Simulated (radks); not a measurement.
All-electron atom: the molybdenum ion Mo2+ in [Kr] 4d4. Method: Dirac Kohn-Sham, LDA (Slater exchange, Perdew-Wang correlation), spin-unpolarised, spherical densities, point nucleus; open shells fill j = l - 1/2 first; computed with a radial shooting solver on a logarithmic mesh with Libxc functionals.

Radial electron density D(r) = 4 pi r^2 rho(r):

r (bohr),D(r) (e/bohr)
0.004603,11.25
0.005274,13.78
0.006042,16.73
0.006922,20.14
0.007931,23.98
0.009086,28.21
0.01041,32.73
0.01193,37.39
0.01366,41.95
0.01565,46.15
0.01793,49.66
0.02055,52.16
0.02354,53.39
0.02697,53.24
0.03065,51.94
0.03512,49.71
0.04024,47.29
0.0461,45.57
0.05281,45.43
0.06051,47.46
0.06932,51.64
0.07942,57.12
0.09099,62.31
0.1042,65.31
0.1194,64.65
0.1368,60.06
0.1568,52.87
0.1796,45.74
0.2058,41.46
0.2357,41.49
0.2679,44.69
0.307,48.68
0.3517,49.83
0.4029,46.04
0.4616,37.77
0.5289,27.65
0.6059,18.89
0.6942,13.52
0.7953,11.55
0.9112,11.47
1.044,11.51
1.196,10.60
1.37,8.711
1.57,6.397
1.799,4.255
2.061,2.608
2.342,1.546
2.683,0.8337
3.074,0.4165
3.522,0.1878
4.035,0.07381
4.623,0.02440
5.296,0.006554
6.068,0.001381

D(r) has 4 maxima, at r = 0.0249, 0.109, 0.341, 0.987 bohr, and minima at 0.0499, 0.219, 0.848 bohr, inside which lie 2.06, 11.09, 29.34 electrons.
